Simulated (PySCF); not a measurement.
SMILES c1c(cccc1)C=O, GFN2-xTB optimised geometry.

```
14

O     -0.90    -2.86     0.00
C     -1.40    -1.76     0.00
C     -0.67    -0.49     0.00
C     -1.36     0.72     0.00
C     -0.66     1.92     0.00
C      0.73     1.91     0.00
C      1.42     0.71     0.00
C      0.73    -0.49     0.00
H     -2.50    -1.64     0.00
H     -2.44     0.72     0.00
H     -1.19     2.86     0.00
H      1.27     2.84     0.00
H      2.50     0.70     0.00
H      1.24    -1.44     0.00
```

Density from PBE/def2-TZVP run with PySCF 2.14.0 at that geometry.

Minimum of the electron density along straight lines between bonded atoms, close to the bond critical point (lines longer than 1.1 times the sum of covalent radii, or with two minima, are not listed):

| bond | length / Å | ρ at the minimum / e bohr⁻³ | ∇²ρ there / e bohr⁻⁵ | position (fraction from the first atom) |
|---|---|---|---|---|
| O1–C2 | 1.205 | ? | ? | 0.66 |
| C2–C3 | 1.467 | 0.279 | ? | 0.50 |
| C3–C4 | 1.394 | 0.313 | -0.89 | 0.50 |
| C4–C5 | 1.382 | 0.320 | -0.92 | 0.50 |
| C5–C6 | 1.387 | 0.317 | -0.91 | 0.50 |
| C6–C7 | 1.387 | 0.318 | -0.92 | 0.50 |
| C3–C8 | 1.396 | 0.312 | -0.89 | 0.50 |
| C7–C8 | 1.381 | 0.321 | -0.93 | 0.50 |
| C2–H9 | 1.109 | 0.275 | -0.94 | 0.65 |
| C4–H10 | 1.081 | 0.285 | -1.00 | 0.65 |
| C5–H11 | 1.080 | 0.286 | -1.00 | 0.64 |
| C6–H12 | 1.080 | 0.286 | -1.01 | 0.65 |
| C7–H13 | 1.080 | 0.286 | -1.01 | 0.65 |
| C8–H14 | 1.080 | 0.288 | -1.02 | 0.65 |

Question: Fill in the missing entries.

Answer: 
- O1–C2, ρ at the minimum / e bohr⁻³: 0.424
- O1–C2, ∇²ρ there / e bohr⁻⁵: -0.09
- C2–C3, ∇²ρ there / e bohr⁻⁵: -0.75
